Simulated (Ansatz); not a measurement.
Mulliken charges of `C=C[O][GaH2]` from ωB97M-V/def2-TZVPP in Ansatz (PBE0-D4/def2-TZVP geometry).

| atom | x (Å) | y (Å) | z (Å) | charge (e) |
| --- | --- | --- | --- | --- |
| C1 | 0.285 | 1.396 | -0.515 | -0.242 |
| C2 | 0.937 | 0.237 | -0.511 | 0.078 |
| O3 | 0.399 | -0.985 | -0.378 | -0.376 |
| Ga4 | -0.923 | -1.421 | 0.766 | 0.302 |
| H5 | -0.793 | 1.452 | -0.405 | 0.071 |
| H6 | 0.831 | 2.321 | -0.643 | 0.089 |
| H7 | 2.018 | 0.210 | -0.652 | 0.091 |
| H8 | -1.472 | -2.848 | 0.489 | -0.009 |
| H9 | -1.283 | -0.362 | 1.849 | -0.004 |

Problem. By hand: the dipole of these point charges (1 e Å = 4.8032 D).

Solution. Σ q r = (-0.205, -0.022, 0.301) e Å, of length 0.365 e Å = 1.75 D.

Problem. How does the dipole of the full density compare? (An estimate is asked.)

Solution. The calculation gave: (-0.155, -0.058, 0.217) e Å, 1.31 D; the point charges give 1.34 times that, at 9° from its direction.

Point charges leave out the atoms' own dipoles, such as those of lone pairs, and Mulliken's split depends on the basis, so the two needn't agree.
